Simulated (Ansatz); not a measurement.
Ansatz results at the PBE0-D4/def2-TZVP geometry: HOMO energy (B3LYP/def2-TZVPP) -7.56 eV; LUMO energy (ωB97M-V/def2-TZVPP) 2.01 eV; HOMO energy (PBE/def2-TZVPP) -6.38 eV.

Each molecule was computed in one conformer, which needn't be the lowest.

(1) Which molecule gave them?
A. `[SiH3][SiH2]Cl`
B. `CO[SiH2]O[SiH3]`
C. `C[Si](C)(C)O[Si](C)(C)C`
D. `[SiH3]I`

## Answers

(1) C. The others give `[SiH3][SiH2]Cl`: -8.00, 1.26, -7.03; `[SiH3]I`: -7.48, 0.98, -6.60; `CO[SiH2]O[SiH3]`: -8.25, 1.79, -6.94.

B3LYP here is the variant with VWN-RPA as its local correlation; programs differ in this.
